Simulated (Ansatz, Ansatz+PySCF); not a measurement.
```xyz
2

Be    0.0000    0.0000   -2.6769
O     0.0000    0.0000    1.3385
```

Basis set: cc-pVDZ (spherical functions). Left uncorrelated: 1 orbital. Charge 0, multiplicity 1.

Computed with Ansatz (development build ahead of 0.2.0); each method stands on the lowest determinant of its kind that the runs found. Restricted open shells among the atoms or ions are ROHF, correlated in semicanonical orbitals with singles. Restricted functionals stand beside restricted open-shell atoms, which can lie above the unrestricted atoms usual in DFT and then raise those values.

The atomization energy at this shape (free ground-state atoms in the same class of orbitals less the molecule, no zero-point energy) of singlet BeO:

```
               method  atomization energy
 ωB97X (unrestricted)     -18.27 kcal/mol
r²SCAN (unrestricted)     -13.45 kcal/mol
   ωB97X (restricted)     -61.26 kcal/mol
  PBE0 (unrestricted)     -16.83 kcal/mol
   PBE (unrestricted)     -12.73 kcal/mol
  r²SCAN (restricted)     -61.03 kcal/mol
         UHF-CCSDT(Q)       0.79 kcal/mol
    PBE0 (restricted)     -63.23 kcal/mol
     PBE (restricted)     -52.77 kcal/mol
          UHF-CCSD(T)      -8.20 kcal/mol
              UHF-MP2     -24.10 kcal/mol
          RHF-CCSD(T)     -51.80 kcal/mol
                  UHF     -23.10 kcal/mol
                  RHF     -76.49 kcal/mol
             RHF-CCSD     -56.16 kcal/mol
```

Task: What does RHF-MP2 give?

Result: -68.42 kcal/mol. Caution: another spin multiplicity may lie lower; the shape is not the minimum. Caution for ωB97X (unrestricted), r²SCAN (unrestricted), ωB97X (restricted), PBE0 (unrestricted), PBE (unrestricted), r²SCAN (restricted), PBE0 (restricted), PBE (restricted): charge can spread falsely over distant fragments. Caution for ωB97X (unrestricted), PBE0 (unrestricted), PBE (unrestricted), UHF-CCSDT(Q), UHF-CCSD(T), UHF-MP2, UHF: the unrestricted determinant is a mixture of spin states. Caution for r²SCAN (unrestricted): the unrestricted determinant is spin contaminated. Caution for ωB97X (restricted), r²SCAN (restricted), PBE0 (restricted), PBE (restricted), RHF-CCSD(T), RHF-MP2, RHF, RHF-CCSD: an unrestricted determinant lies well below. Caution for ωB97X (restricted), r²SCAN (restricted), PBE0 (restricted), PBE (restricted), UHF-MP2, RHF-CCSD(T), RHF-MP2, UHF, RHF, RHF-CCSD: the molecule lies well above its atoms at this level. Caution for UHF-CCSDT(Q), UHF-CCSD(T), UHF-MP2, RHF-CCSD(T), RHF-MP2, RHF-CCSD: large amplitudes, a single reference is doubtful. Caution for UHF-CCSDT(Q): the amplitudes may be one of several solutions. Caution for UHF-CCSDT(Q), UHF-CCSD(T), UHF-MP2, UHF: the determinant breaks the point group. Caution for UHF-CCSD(T): the program doubts this total. Caution for UHF: a free atom is spin contaminated.
